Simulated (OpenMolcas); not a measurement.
Cu4+ (d7) among equal point charges was computed by CASSCF with the d shell active (OpenMolcas, ANO-RCC-VTZP on the metal). Its lowest spin-free states, and all those of the highest spin:

```tsv
2S+1	Degeneracy	E (cm-1)
4	2	0.0
4	2	1484
4	2	1745
4	1	2374
4	1	25001
2	1	25248
2	2	25277
4	2	25279
2	2	25324
2	2	25436
2	1	25782
2	1	25791
```

Q: Is the site octahedral, tetrahedral or cube-like, axial, or of lower symmetry?

A: The states with 2S+1 = 4 have orbital degeneracies 2, 2, 2, 1, 1, 2. There are pairs but no triples, so the site is axial: not cubic, but with a proper or improper axis of order three or more. The run had Cu4+ among 6 point charges of -2.2 e arranged as a trigonal prism (D3h), 1.8 Å from the ion, with a polar angle of 54.5° against the regular 49.1°.

An orbital doublet at a regular site is open to a Jahn-Teller distortion, which this geometry leaves out. Without dynamic correlation the repulsion within the d shell is too large (B by tens of per cent), so at a given field states of lower spin stand too high. Point charges give a weaker field than real ligands, and real ions of this kind are often low spin; the high spin found here belongs to the model. The ground term spreads over less than 5000 cm-1, several times less than with real ligands, so orbital moments are less quenched and χT lies further from the spin-only value than at real sites. Point charges carry no covalency, so the field is a model and not that of real ligands. An unlabelled pair can be two single states that coincide in this model. No measured value stands beside these numbers.
